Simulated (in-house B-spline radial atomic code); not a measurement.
Computed with a B-spline radial atomic code. Model: two electrons, singlet ground state, non-relativistic, full CI in B-splines with partial waves to l = 8 (at full coupling up to 3e-4 hartree above the limit, correlation up to 0.6 % small), density held at that of full coupling by Lieb maximisation.

Along the adiabatic connection the electron repulsion is scaled by a coupling λ while a local potential keeps the density fixed. At λ = 0 the system is the Kohn-Sham one and W equals the exchange energy; the exchange-correlation energy is the area under W between 0 and 1. The kinetic energy rises with λ as the electrons avoid each other, with dT/dλ = −λ dW/dλ.

Command:
```bash
python run_ac.py task.json out
```
Settings (lengths in bohr, energies in hartree):
```
potential              dot
strength               2.33
lmax                   8
second                 0.3
```

Run time, properties included: 15 s on 1 thread of Intel(R) Xeon(R) Processor @ 2.30GHz, on a shared host.

**W = mean repulsion less Hartree energy, and W of three functionals.**

Given: confinement charge in harmonic well; well frequency 2.33 hartree; nuclear charge 0.3; external potential omega^2 r^2/2 - Z/r.

Computed: PBE exchange minus exact 51.931 millihartree; SCAN exchange minus exact 4.9582 millihartree.

```csv
coupling,W xc (hartree),W xc minus exchange (millihartree),kinetic minus Kohn-Sham (millihartree),LDA (PW92) W minus its exchange (millihartree),PBE W minus its exchange (millihartree),SCAN W minus its exchange (millihartree)
0,-1.2131,0,0,0,0,0
0.02,-1.2151,-1.954,0.02,-12.43,-3.07,-1.9
0.05,-1.218,-4.857,0.12,-25.61,-7.56,-4.69
0.12,-1.2246,-11.499,0.68,-49.38,-17.59,-11
0.25,-1.2365,-23.371,2.87,-82.93,-34.74,-22.16
0.4,?,?,?,?,?,?
0.6,-1.2657,-52.578,15.18,-146.78,-74.08,-49.38
0.8,?,?,?,?,?,?
1,-1.2948,-81.674,38.31,-198.97,-110.88,-76.55
1.4,-1.3201,-106.96,68.54,-239.8,-141.82,-100.45
2,-1.3522,-139.12,122.9,-288.32,-180.54,-131.47
3,-1.3943,-181.21,227.12,-348.87,-231.2,-173.49
4.5,-1.4397,-226.56,395.09,-413.05,-287.09,-220.96
7,-1.4888,-275.65,672.34,-483.94,-350.74,-274.95
10,-1.5257,-312.53,981.72,-539.64,-401.82,-316.67
```

Question: What belongs in the row 0.4?

Answer: W xc (hartree): -1.2495; W xc minus exchange (millihartree): -36.358; kinetic minus Kohn-Sham (millihartree): 7.09; LDA (PW92) W minus its exchange (millihartree): -113.48; PBE W minus its exchange (millihartree): -52.64; SCAN W minus its exchange (millihartree): -34.28.

Question: What belongs in the row 0.8?

Answer: W xc (hartree): -1.2808; W xc minus exchange (millihartree): -67.649; kinetic minus Kohn-Sham (millihartree): 25.71; LDA (PW92) W minus its exchange (millihartree): -174.72; PBE W minus its exchange (millihartree): -93.35; SCAN W minus its exchange (millihartree): -63.42.

Question: What is the LDA exchange minus exact?

Answer: 176.84 millihartree.

**Energy parts, natural occupations and partial-wave weights.**

Computed: total energy 7.1263 hartree; exchange energy -1.2131 hartree; kinetic part of the DFT correlation energy 0.038313 hartree; kinetic part over minus potential part 0.4691; Hartree energy 2.4263 hartree; Kohn-Sham kinetic 3.4547 hartree; Lieb Oxford ratio E_xc over LDA exchange 1.2125.

```tsv
natural	occupation of the shell (electrons)
s	1.9883
p	0.01037
s	0.00071845
d	?
p	9.6253e-05
f	5.2634e-05
```

Question: What belongs in the row d?

Answer: occupation of the shell (electrons): 0.00041256.

```tsv
wave	weight
s	0.99451
p	0.0052361
d	0.00021659
f	?
g	6.6147e-06
```

Question: What belongs in the row f?

Answer: weight: 2.9146e-05.

Question: What is the initial slope twice GL2?

Answer: -0.098088 hartree.

Question: What is the correlation energy?

Answer: -0.043361 hartree.

Half-way to full coupling W has made 54 % of its drop, against 50 % for a straight line, and second-order (GL2) theory, half the initial slope, overshoots the correlation energy by about 13 %: a moderate bend, as in light atoms. Over couplings 0 to 1 the errors in E_xc come to about +98 millihartree for LDA, +34 millihartree for PBE, +7.5 millihartree for SCAN, so SCAN is nearest. In LDA and PBE the errors of exchange and correlation have opposite signs, so the sum is smaller than the larger of the two.
